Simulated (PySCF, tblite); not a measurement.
A set of runs on `[CH2]CC[SiH2]F` [radical]; the geometry of each is named by its level. Settings lines and outputs come from a driver script.

Species: C3H8FSi (doublet state).
Numbering: `[CH2:1][CH2:2][CH2:3][SiH2:4][F:5]` (hydrogens: H6, H7 on C1; H8, H9 on C2; H10, H11 on C3; H12, H13 on Si4)

Step 1: GFN2-xTB geometry optimisation, gas phase (tblite 0.8.0) (from a force-field or distance-geometry start)
```json
{"job": {"kind": "relax", "xc": "GFN2-xTB", "basis": "xTB"}, "charge": 0, "multiplicity": 2}
```
```
step      E/eV     max force
  0    -460.80620    1.200
  1    -460.84325    0.394
  2    -460.85273    0.193
...
104    -460.90576    0.041
105    -460.90585    0.025
106    -460.90590    0.014
107    -460.90595    0.014
108    -460.90598    0.010
```

Energy lowered by 2.3 kcal/mol over 108 steps; largest atomic force 0.010 eV/Å at the end. «max force» is the largest atomic force in eV/Å.

Hardware: one thread, Arm Neoverse V1 (aarch64), shared host with 32 logical CPUs at a one-minute load of 26. Cost: 0.48 s of wall time.

Step 2: GFN2-xTB harmonic vibrations, gas phase (tblite 0.8.0) (on the GFN2-xTB geometry)
```json
{"job": {"kind": "ir", "xc": "GFN2-xTB", "basis": "xTB"}, "charge": 0, "multiplicity": 2}
```
```
(table of modes left out)
```

33 modes from 55 to 3163 cm⁻¹ (unscaled, harmonic); zero-point energy 60.7 kcal/mol; all wavenumbers are real at this level.

The run took 0.28 s wall on an Arm Neoverse V1 with one thread, shared host with 32 logical CPUs at a one-minute load of 26.

Step 3: UKS B3LYP, pcH-1 on C F H Si, non-relativistic, mean-field spin-orbit, GIAO (PySCF 2.14.0) (on the GFN2-xTB geometry)
```json
{"job": {"kind": "epr", "basis": "pcH-1"}, "charge": 0, "multiplicity": 2}
```
```
...
E = -508.49779723 Eh   <S^2> = 0.7536 (exact 0.7500)
g shifts (ppm)      1          2          3
  rmc          -143       -143       -143
  gc              4         36         22
  oz_so         -31        522        642
  total        -170        416        520
hyperfine (MHz)  atom isotope    a_iso     a_fc   dipolar eigenvalues
    0   13C      97.72      97.82    -80.96    -80.21    161.17
    1   13C     -30.43     -30.44     -2.24     -0.09      2.34
    2   13C      93.90      93.91     -6.68     -6.61     13.29
    3  29Si     -16.39     -16.42     -5.18      2.53      2.65
    4   19F       1.35       1.31     -3.30     -2.90      6.20
    5    1H     -61.64     -61.65    -39.02     -0.30     39.32
    6    1H     -61.17     -61.18    -38.98     -0.33     39.31
    7    1H      33.06      33.06     -5.13     -4.41      9.54
    8    1H      31.26      31.26     -5.13     -4.42      9.54
    9    1H      -2.61      -2.61     -6.36     -2.34      8.70
   10    1H      -3.41      -3.41     -6.14     -2.33      8.47
   11    1H       1.03       1.03     -1.02     -0.57      1.59
   12    1H       7.12       7.12     -0.93     -0.46      1.39
```

⟨S²⟩ 0.754; g_iso 2.0026. rmc, gc and oz_so are the mass-correction, gauge-correction and orbital-Zeeman/spin–orbit parts of the g shift along its three principal axes; a_iso is the isotropic hyperfine coupling and a_fc its Fermi-contact part. The log counts atoms from 0, this text from 1.

On one thread, Arm Neoverse V1 (aarch64), shared host, this took 41 s (grids of density and orbitals included) and 0.75 GiB of memory at its peak.

Geometry of the electronic-property runs (GFN2-xTB):
```
atom  x, y, z in Å
C1    -2.1049   -0.5394   -0.3347
C2    -0.7530   -0.6033    0.2331
C3     0.1551    0.4909   -0.3969
Si4    1.9321    0.4374    0.2648
F5     1.8354    0.4555    1.8746
H6    -2.8293    0.1481    0.0583
H7    -2.3216   -1.0149   -1.2728
H8    -0.2985   -1.5773    0.0357
H9    -0.7785   -0.4395    1.3124
H10    0.1490    0.3652   -1.4807
H11   -0.2938    1.4662   -0.1967
H12    2.6065   -0.8164   -0.0405
H13    2.6973    1.6282   -0.0744
```

 (This holds for the electronic-property runs.)

One conformer stands for the species.
